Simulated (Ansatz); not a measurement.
A nudged elastic band was laid between two geometries of C2H6O2Si (11 atoms, charge 0, multiplicity 1).

Method: Ansatz, RHF/cc-pVDZ.

```
movable images  : 7
climbing image  : yes
spring          : 5.0 eV/Å²
optimiser       : quadratic models (default)
start path      : IDPP
force threshold : 0.5 eV/Å
iteration limit : 60
end points      : relaxed
```

First end point:

```xyz
11
Properties=species:S:1:pos:R:3
O -1.113 2.146 0.372
C 0.022 2.036 0.018
Si 0.805 0.281 -0.233
C -0.553 -0.981 0.160
O 0.000 -2.265 -0.026
H 0.621 2.954 -0.163
H 1.971 0.154 0.680
H 1.279 0.176 -1.638
H -1.411 -0.806 -0.498
H -0.902 -0.831 1.187
H -0.654 -2.921 0.161
```

Last end point:

```xyz
11
Properties=species:S:1:pos:R:3
O -0.895 2.075 0.727
C 0.247 1.807 0.511
Si 0.668 0.315 -0.654
C -0.530 -1.091 -0.228
O -0.172 -1.539 1.061
H 1.045 2.427 0.968
H 2.085 -0.092 -0.470
H 0.462 0.781 -2.053
H -0.469 -1.897 -0.969
H -1.551 -0.696 -0.251
H -0.824 -2.146 1.380
```

(1) What changes between the two ends?

(2) What energy profile does the band end with?

(3) What is the geometry of the highest image?

Answers

(1) No bond is made or broken. The dihedral H7–Si3–C4–O5 goes from -62 to 52°.

(2) The run converged. The highest image is number 4 of 0 to 8, 1.9 kcal/mol above the first end and 1.7 kcal/mol above the last; the last end lies 0.2 kcal/mol above the first. The threshold of 0.5 eV/Å is loose, so the images may lie well off the minimum-energy path. The order of the stationary point at the top wasn't checked.

```json
{"image": "0", "path coordinate (Å)": "0.00", "energy (kcal/mol)": "0.0", "dihedral H7–Si3–C4–O5 (°)": "-62"}
{"image": "1", "path coordinate (Å)": "0.49", "energy (kcal/mol)": "0.3", "dihedral H7–Si3–C4–O5 (°)": "-48"}
{"image": "2", "path coordinate (Å)": "0.98", "energy (kcal/mol)": "1.0", "dihedral H7–Si3–C4–O5 (°)": "-34"}
{"image": "3", "path coordinate (Å)": "1.47", "energy (kcal/mol)": "1.6", "dihedral H7–Si3–C4–O5 (°)": "-19"}
{"image": "4", "path coordinate (Å)": "1.97", "energy (kcal/mol)": "1.9", "dihedral H7–Si3–C4–O5 (°)": "-4"}
{"image": "5", "path coordinate (Å)": "2.46", "energy (kcal/mol)": "1.7", "dihedral H7–Si3–C4–O5 (°)": "11"}
{"image": "6", "path coordinate (Å)": "2.95", "energy (kcal/mol)": "1.1", "dihedral H7–Si3–C4–O5 (°)": "26"}
{"image": "7", "path coordinate (Å)": "3.45", "energy (kcal/mol)": "0.5", "dihedral H7–Si3–C4–O5 (°)": "40"}
{"image": "8", "path coordinate (Å)": "3.94", "energy (kcal/mol)": "0.2", "dihedral H7–Si3–C4–O5 (°)": "52"}
```

(3) 
```xyz
11
Properties=species:S:1:pos:R:3
O -0.973 2.157 0.662
C 0.151 1.982 0.301
Si 0.711 0.293 -0.470
C -0.579 -1.033 -0.057
O 0.049 -2.117 0.602
H 0.879 2.813 0.412
H 2.065 -0.020 0.048
H 0.796 0.521 -1.939
H -1.079 -1.359 -0.979
H -1.338 -0.560 0.575
H -0.617 -2.735 0.864
```

Run time: 46 s on 1 thread of Arm Neoverse V2, on a shared host, peak memory 0.2 GiB.
